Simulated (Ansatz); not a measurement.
Born–Oppenheimer molecular dynamics of Cl₅HW (7 atoms, charge 0, multiplicity 1). It starts from a relaxed structure.

All numbers below come from RKS PBE0-D4/def2-SVP in Ansatz 0.2.0.

- ensemble: NVT, Langevin thermostat
- time step: 0.5 fs
- steps asked: 150
- set temperature: 1000 K
- friction: 0.001 /fs
- seed: 506915

First frame:

```xyz
7
Properties=species:S:1:pos:R:3
W 0.000 0.000 -0.195
H 0.000 0.000 1.514
Cl 2.254 0.000 0.137
Cl 0.000 2.254 0.137
Cl -2.254 0.000 0.137
Cl 0.000 -2.254 0.137
Cl 0.000 0.000 -2.538
```

Q: How far do the bonds stretch over the last three quarters of this one trajectory? (Pairs bonded in most of those frames.)

A: 
```
  bond  mean (Å)  spread (Å)  shortest  longest
 W1–H2     1.708       0.043      1.63     1.78
W1–Cl3     2.283       0.040      2.23     2.34
W1–Cl4     2.296       0.025      2.25     2.33
W1–Cl5     2.302       0.075      2.20     2.40
W1–Cl6     2.280       0.010      2.27     2.31
W1–Cl7     2.354       0.048      2.26     2.41
```

Mean temperature of the second half: 558 K. The mean temperature of the second half is 44 % below the set value. A run of 0.075 ps of so small a system gives no equilibrium averages.

The run took 17 min on 2 threads of Arm Neoverse V1, on a shared host, peak memory 0.38 GiB.
